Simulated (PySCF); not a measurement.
## Spin states and ions at one geometry of ReO2F2

PySCF 2.14.0, UKS r2SCAN, Re def2-SVP with ECP60, O def2-SVP, F def2-SVP; non-relativistic Hamiltonian with scalar-relativistic core potentials where named; density fitting; no spin-orbit coupling; singlets restricted, open shells unrestricted. The geometry is relaxed for charge 0, doublet, vacuum:

```xyz
5

Re    0.0000    0.0000    0.1700
O     1.0009    1.0009    1.1020
O    -1.0009   -1.0009    1.1020
F     0.8896   -0.8896   -1.2181
F    -0.8896    0.8896   -1.2181
```

Energies count from the relaxed state; an electron taken off or put on is at rest in vacuum. Charges and spins are Mulliken's.

Order these states by energy, lowest first.
A. charge +1, triplet, vacuum
B. charge 0, doublet, vacuum
C. charge -1, singlet, vacuum
D. charge -1, triplet, vacuum
E. charge +1, singlet, vacuum
F. charge 0, quartet, vacuum

C (-1.57 eV), D (-1.13 eV), B (0.00 eV), F (4.05 eV), E (10.11 eV), A (12.79 eV).

How do charge and spin on the first atom follow?


```
                     state  spin squared  charge on Re1 (e)  spin on Re1 (e)  dipole about the centre of mass (D)
 charge 0, doublet, vacuum          0.76               1.26             0.89                                 0.33
 charge 0, quartet, vacuum          3.77               1.15             1.41                                 1.61
charge +1, singlet, vacuum          0.00               1.62             0.00                                 0.70
charge +1, triplet, vacuum          2.03               1.50             0.63                                 2.26
charge -1, singlet, vacuum          0.00               0.75             0.00                                 0.40
charge -1, triplet, vacuum          2.00               0.84             1.55                                 0.87
```

With an electron taken off (singlet, the lower of the two states computed) the charges change, summed by element, by Re +0.35 e, O +0.38 e, F +0.27 e. The vertical ionisation energy is 10.11 eV, against −ε(HOMO) = 6.68 eV over both spins of the relaxed state. The level lies 3.4 eV too high, as is usual for semilocal functionals and global hybrids, which keep a self-interaction error.

With an electron put on (singlet, the lower of the two states computed) the charges change, summed by element, by Re -0.52 e, O -0.29 e, F -0.19 e. The vertical electron affinity is 1.57 eV, against −ε(LUMO) = 4.83 eV over both spins of the relaxed state. The basis has no diffuse functions, which an added electron needs. The added electron's level lies above zero.

Open shells may have lower solutions than those found.

No frequency check is given that shows the relaxed geometry to be a minimum.
